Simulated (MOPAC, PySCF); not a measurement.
[Au(H2O)(CH3)], neutral singlet in the gas phase. 

Cartesian coordinates (Å):
```xyz
8

Au     0.0034    -0.0689    -0.0318
O      0.9524     1.9094     0.5911
H      0.7823     2.0001     1.5498
H      0.4061     2.6102     0.1825
C     -0.8389    -1.8128    -0.5803
H     -1.0304    -2.4348     0.3183
H     -0.1540    -2.3567    -1.2628
H     -1.7991    -1.6200    -1.1014
```
Charge 0, spin multiplicity 1.

All levels are single points at this geometry (PBE-D3(BJ)/def2-SVP); Pople sets use spherical d functions. Orbital energies aren't observables, and empty levels follow the basis.

TPSSh-D3(BJ)/def2-TZVP in PySCF gives dipole (D) = 4.17.

Problem. Estimate the dipole (D) from each of these levels: B3LYP-D3(BJ)/def2-TZVP in PySCF; PBE-D3(BJ)/def2-TZVP in PySCF; B3LYP/6-31G* (LANL2DZ on Au) in PySCF; B3LYP/LANL2DZ in PySCF; M06-2X/6-31G* (LANL2DZ on Au) in PySCF; PBE/6-31G* (LANL2DZ on Au) in PySCF; HF/6-31G* (LANL2DZ on Au) in PySCF; PM7 in MOPAC.

Solution. 
```tsv
level	dipole (D)
B3LYP-D3(BJ)/def2-TZVP in PySCF	4.16
PBE-D3(BJ)/def2-TZVP in PySCF	3.98
B3LYP/6-31G* (LANL2DZ on Au) in PySCF	4.08
B3LYP/LANL2DZ in PySCF	4.27
M06-2X/6-31G* (LANL2DZ on Au) in PySCF	4.39
PBE/6-31G* (LANL2DZ on Au) in PySCF	3.93
HF/6-31G* (LANL2DZ on Au) in PySCF	5.05
PM7 in MOPAC	2.37
```
